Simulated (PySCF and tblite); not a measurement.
The numbers below are computed, except where a source is named.
Conformers and averaged properties: C5H12OSi, numbered as in [SiH3:1][C@@H:2]1[CH2:3][CH2:4][CH2:5][CH2:6][O:7]1

Free energies: PBE0-D3(BJ)/pcSseg-1 on GFN2-xTB structures plus GFN2-xTB thermal terms, symmetry and mirror images included. Conformers within 3 kcal/mol (GFN2-xTB free energy) were kept, 10 at most. GIAO shieldings: PBE0/pcSseg-1. Shifts are against TMS (¹H), TMS (¹³C), TMS (²⁹Si) at the same level; of two unlike H on one atom, a is the less shielded. Run with PySCF (density fitting) and tblite.

The 6-ring runs over atoms 2–3–4–5–6–7.

| conformer | shape | symmetry | E(GFN2) kcal/mol | E(DFT) kcal/mol | G(298.15 K) kcal/mol | weight % | dipole D |
| --- | --- | --- | --- | --- | --- | --- | --- |
| 1 | 6-ring chair (all substituents equatorial) | C1 | 0.00 | 0.00 | 0.00 | 99.1 | 1.68 |
| 2 | 6-ring chair (Si1 axial) | C1 | 1.18 | 2.35 | 2.77 | 0.9 | 1.38 |

Weights (%) against temperature:

```tsv
T (K)	1	2	S(mix) cal/mol/K
250	99.6	0.4	0.05
273.15	99.4	0.6	0.08
298.15	99.1	0.9	0.10
323.15	98.7	1.3	0.14
373.15	97.9	2.1	0.20
```

Averaged shifts at 298.15 K. ¹H: 4.18 (H6a, 1H), 3.76 (H1, 3H), 3.47 (H6b, 1H), 3.39 (H2, 1H), 1.92 (H4a, 1H), 1.66 (H5a, 1H), 1.56 (H3a, 1H), 1.45 (H3b, 1H), 1.40 (H4b, 1H), 1.35 (H5b, 1H) ppm. ¹³C: 73.7 (C6), 72.0 (C2), 33.2 (C3), 30.5 (C5), 28.9 (C4) ppm. ²⁹Si: -67.8 (Si1) ppm.

Coordinates of conformer 1 (Å):

```xyz
19

Si    2.660   -0.501   -0.246
C     0.865   -0.105    0.265
C    -0.161   -1.161   -0.146
C    -1.574   -0.664    0.159
C    -1.781    0.692   -0.514
C    -0.669    1.646   -0.077
O     0.607    1.136   -0.379
H     3.068   -1.744    0.419
H     2.698   -0.675   -1.696
H     3.514    0.608    0.169
H     0.782    0.043    1.357
H    -0.069   -1.348   -1.218
H     0.043   -2.092    0.384
H    -1.696   -0.556    1.240
H    -2.316   -1.382   -0.195
H    -1.738    0.572   -1.598
H    -2.751    1.115   -0.249
H    -0.743    2.602   -0.602
H    -0.748    1.829    1.008
```

Coordinates of conformer 2 (Å):

```xyz
19

Si    2.183    0.617    0.124
C     0.915   -0.787   -0.220
C    -0.107   -0.478   -1.319
C    -1.139    0.532   -0.827
C    -1.764    0.015    0.467
C    -0.655   -0.293    1.472
O     0.268   -1.227    0.973
H     1.579    1.950    0.208
H     2.852    0.309    1.385
H     3.119    0.624   -1.001
H     1.492   -1.669   -0.528
H     0.414   -0.101   -2.200
H    -0.624   -1.402   -1.596
H    -1.910    0.683   -1.586
H    -0.658    1.494   -0.641
H    -2.449    0.750    0.891
H    -2.321   -0.902    0.262
H    -0.139    0.641    1.748
H    -1.065   -0.746    2.379
```

Unscaled ²⁹Si shifts at such levels can be off by tens of ppm; differences between conformers or isomers are more reliable. Shifts are unscaled: against experiment ¹³C can be off by 15 ppm or more and ¹H by 0.8 ppm.

Search and properties took 110 s on 1 thread of Arm Neoverse N1, shared host (rough), launched as `OMP_NUM_THREADS=1 python ens_run.py task.json out`.
